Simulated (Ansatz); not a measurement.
Geometry optimisation, RKS r2SCANh-D4/def2-SVP (Ansatz).

Input file:

```yaml
crystal:
  periodic: [false, false, false]
  atoms:
    - { symbol: O, position_ang: [1.11376, -1.27891, -0.21902] }
    - { symbol: C, position_ang: [0.32239, -0.36581, -0.06752] }
    - { symbol: Si, position_ang: [0.70785, 1.38556, -0.77425] }
    - { symbol: Ga, position_ang: [-1.18324, -1.33771, 1.00667] }
    - { symbol: H, position_ang: [-0.31898, 1.61392, -1.7931] }
    - { symbol: H, position_ang: [0.55269, 2.29666, 0.36239] }
    - { symbol: H, position_ang: [2.05936, 1.37802, -1.32097] }
    - { symbol: H, position_ang: [-0.64901, -2.83034, 1.14383] }
    - { symbol: H, position_ang: [-2.60481, -0.86139, 1.66196] }
basis:
  gaussian: { orbitals: def2-SVP }
hamiltonian:
  xc: r2scanh
  dispersion: d4
relax:
  f_tol: 0.015
  max_steps: 40
output:
  orbitals: {}
```

Run as:

```bash
$ ansatz run input.yaml --threads 2 --pin off --max-ram 3072MiB --backend cpu --events-out ev --progress --plain --runs-dir out
```

**Question.** Where does it end, and by what steps?

**Answer.** It converged. After 8 steps the energy has fallen by 0.275 eV; H9 moved furthest, 0.66 Å.

```json
{"step": "0", "energy less start (eV)": "0.0000", "largest force component (eV/Å)": "0.944", "accepted": "yes"}
{"step": "1", "energy less start (eV)": "-0.1847", "largest force component (eV/Å)": "0.586", "accepted": "yes"}
{"step": "2", "energy less start (eV)": "-0.2353", "largest force component (eV/Å)": "0.438", "accepted": "yes"}
{"step": "3", "energy less start (eV)": "-0.2540", "largest force component (eV/Å)": "0.362", "accepted": "yes"}
{"step": "4", "energy less start (eV)": "-0.2624", "largest force component (eV/Å)": "0.801", "accepted": "yes"}
{"step": "5", "energy less start (eV)": "-0.2717", "largest force component (eV/Å)": "0.219", "accepted": "yes"}
{"step": "6", "energy less start (eV)": "-0.2739", "largest force component (eV/Å)": "0.025", "accepted": "yes"}
{"step": "7", "energy less start (eV)": "-0.2746", "largest force component (eV/Å)": "0.029", "accepted": "yes"}
{"step": "8", "energy less start (eV)": "-0.2748", "largest force component (eV/Å)": "0.013", "accepted": "yes"}
```

```xyz
9
Properties=species:S:1:pos:R:3
O 1.460 -1.360 -0.327
C 0.553 -0.585 -0.100
Si 0.614 1.270 -0.685
Ga -1.073 -1.315 0.934
H -0.535 1.466 -1.619
H 0.384 2.125 0.517
H 1.898 1.625 -1.350
H -1.021 -2.833 1.303
H -2.280 -0.392 1.326
```

The run took 38 s on 2 threads of Arm Neoverse V2, with other jobs on the host, peak memory 0.25 GiB.
